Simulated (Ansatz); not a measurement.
Relaxation of C2H10ClNSi2 (16 atoms, charge 0, multiplicity 1), to a largest force component of 0.015 eV/Å in at most 40 steps.

Computed with RKS r2SCAN-D4/STO-3G in Ansatz.

```xyz
16
Properties=species:S:1:pos:R:3
C 0.511 -1.830 0.745
Si 0.759 -0.078 0.087
C 1.474 -0.061 -1.613
Cl 3.188 -0.813 -1.547
Si -1.274 1.006 -0.115
N -2.132 1.116 1.367
H -0.007 -1.759 1.712
H -0.129 -2.347 0.044
H 1.408 -2.312 0.899
H 1.615 0.683 1.077
H 1.633 0.953 -1.961
H 0.925 -0.615 -2.304
H -2.202 0.347 -1.082
H -1.109 2.424 -0.516
H -1.594 0.748 2.128
H -2.974 0.547 1.335
```

Q: Where does it end, and by what steps?

A: The run converged. The force dipped under the threshold on the way, but the program's further checks kept it going. Limits of this set-up: minimal basis. After 12 steps the energy has fallen by 0.697 eV; H15 moved furthest, 0.77 Å.

```csv
step,energy less start (eV),largest force component (eV/Å),accepted
0,0.0000,2.642,yes
1,-0.5190,1.351,yes
2,-0.5990,0.448,yes
3,-0.6324,0.451,yes
4,-0.6423,1.184,yes
5,-0.6362,0.740,no
6,-0.6819,0.426,yes
7,-0.6931,0.159,yes
8,-0.5092,2.153,no
9,-0.6962,0.056,yes
10,-0.6960,0.062,no
11,-0.6970,0.014,yes
12,-0.6972,0.008,yes
```

```xyz
16
Properties=species:S:1:pos:R:3
C 0.471 -1.824 0.685
Si 0.669 -0.048 0.111
C 1.533 -0.065 -1.574
Cl 3.175 -0.931 -1.496
Si -1.326 1.037 -0.102
N -2.407 1.070 1.329
H 0.056 -1.873 1.698
H -0.194 -2.390 0.024
H 1.441 -2.332 0.696
H 1.552 0.643 1.029
H 1.751 0.947 -1.953
H 0.955 -0.601 -2.344
H -2.085 0.415 -1.167
H -1.076 2.419 -0.457
H -1.860 1.467 2.139
H -2.563 0.073 1.639
```

Whether the end is a true minimum wasn't checked by a vibrational analysis.

The run took 100 s on 1 thread of Intel(R) Xeon(R) Processor @ 2.70GHz (shared host), peak memory 0.2 GiB.
